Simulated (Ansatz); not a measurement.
Basis-set series for `[SiH3][Zn][Cl]`. Total charge 0; spin multiplicity 1. The geometry is a stationary point of PBE0-D4/def2-TZVP.

| functional | basis | functions | energy (Eh) | HOMO (eV) | LUMO (eV) |
| --- | --- | --- | --- | --- | --- |
| PBE0-D4 | def2-SVP | 82 | -2529.92884 | -8.13 | -0.45 |
| PBE0-D4 | def2-QZVPP | 330 | -2530.51730 | -8.27 | -1.12 |
| ωB97M-V | def2-SVP | 82 | -2530.29961 | -10.11 | 1.05 |
| ωB97M-V | def2-QZVPP | 330 | -2530.88522 | -10.31 | 0.31 |

(1) Give the rows for def2-TZVPP. (Estimate.)

Results:

(1) The calculation gave: 
| functional | basis | functions | energy (Eh) | HOMO (eV) | LUMO (eV) |
| --- | --- | --- | --- | --- | --- |
| PBE0-D4 | def2-TZVPP | 190 | -2530.44982 | -8.28 | -1.09 |
| ωB97M-V | def2-TZVPP | 190 | -2530.82030 | -10.30 | 0.46 |

Positive LUMOs are unbound and depend on the basis. Scalar relativity is left out up to krypton.

Results of the Gaussian-basis code of Ansatz.
